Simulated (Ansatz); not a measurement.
System: H3P (cation, charge +1), doublet: umbrella (inversion) coordinate, bond length relaxed. Scanned: angle between the P-H bonds and the threefold axis (90 = planar). Other coordinates (P-H bond length) were minimised at PBE0/def2-TZVP.

The free coordinates were minimised at PBE0/def2-TZVP in PySCF; the energy column is full CI/def2-SVP, frozen core (Ansatz, a program for electronic structure), in eV.

| a / ° | P-H bond length / Å | E |
|---|---|---|
| 92.59 | 1.399 | 0.112 |
| 95.41 | 1.400 | 0.088 |
| 98.92 | 1.401 | 0.045 |
| 101.34 | 1.403 | 0.019 |
| 105.39 | 1.405 | 0.000 |
| 107.76 | 1.406 | 0.013 |
| 111.49 | 1.408 | 0.084 |
| 113.53 | 1.410 | 0.153 |
| 116.61 | 1.412 | 0.302 |
| 119.68 | 1.415 | 0.509 |
| 123.65 | 1.420 | 0.872 |
| 126.59 | 1.424 | 1.212 |
| 128.98 | 1.427 | 1.537 |
| 132 | 1.432 | 2.009 |

The scan ran from 90.0 to 132.0; beyond the range shown the relaxed coordinates jump or full CI changes its symmetry label.
